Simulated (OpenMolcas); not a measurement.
**P+: Slater's ratio, the spin-orbit constant, worked from levels**

| Quantity | Value |
| --- | --- |
| Program | OpenMolcas |
| Basis | ANO-RCC-VTZP [5s4p2d1f] |
| Scalar Hamiltonian | DKH2, point nucleus |
| Active space | 2 electrons in 3 orbitals (3p) |
| State averaging | 2S+1 = 3 even, 3 roots; 2S+1 = 1 even, 6 roots |
| Spin-orbit coupling | state interaction with AMFI integrals over the reference wave functions, term energies averaged over their components |

Methods: CASSCF; SS-CASPT2, IPEA 0.25 Eh, imaginary shift 0.1 Eh (closed shells correlated: 2s 2p 3s). Measured levels: NIST Handbook of Basic Atomic Spectroscopic Data.

**Slater's ratio.** With one set of orbitals, p2 has ¹D - ³P = 6 F2 and ¹S - ¹D = 9 F2 (F2 = F²/25), a ratio of 3/2. Term energies are centres of gravity, weighted by 2J + 1.

```json
{"Source": "CASSCF", "¹D - ³P": "11336", "¹S - ³P": "28105", "F2 from the first": "1889", "Ratio": "1.479"}
{"Source": "SS-CASPT2", "¹D - ³P": "8642", "¹S - ³P": "21664", "F2 from the first": "1440", "Ratio": "1.507"}
{"Source": "measured", "¹D - ³P": "8567", "¹S - ³P": "21260", "F2 from the first": "1428", "Ratio": "1.482"}
```

Energies in cm-1. A ratio away from 3/2 shows effects beyond one configuration with one set of orbitals, and in heavier atoms second-order spin-orbit shifts.

**The spin-orbit constant.** For the Hund term ³P of p2, E(J) = (A/2) J(J+1) + constant and ζ = 2S·A = 2A. From J = 0 to J = 2 the energy changes by 3 A.

```
   Source  E(2) - E(0)      A    ζ
   CASSCF        420.4  140.1  280
SS-CASPT2        420.9  140.3  281
 measured        469.1  156.4  313
```

All in cm-1. SS-CASPT2 is off by -10.3 % and CASSCF by -10.4 %. Both methods take the spin-orbit matrix elements from the reference wave functions, so the second can move ζ only through the term energies and any multistate remixing. Second-order mixing with other terms is absorbed into this ζ.

Term energies are means over components that CASPT2 splits; among the terms shown or strongly mixed into the levels shown the widest spread is 110 cm-1 (3s² 3p² ¹D, SS-CASPT2). With the s shell closed, the reference lacks s² → p² mixing. Without dynamic correlation excited terms often stand tens of per cent too high (terms of higher spin than the ground term too low), and those without a measured partner can miss by more than the paired ones (holds for CASSCF). Computed and measured levels are paired by configuration, term and J; levels that our copy of the source lacks, or whose pairing is in doubt (as where it misses far off the trend of its configuration), stay unpaired and out of the deviations. Levels of configurations outside the active space are missing.
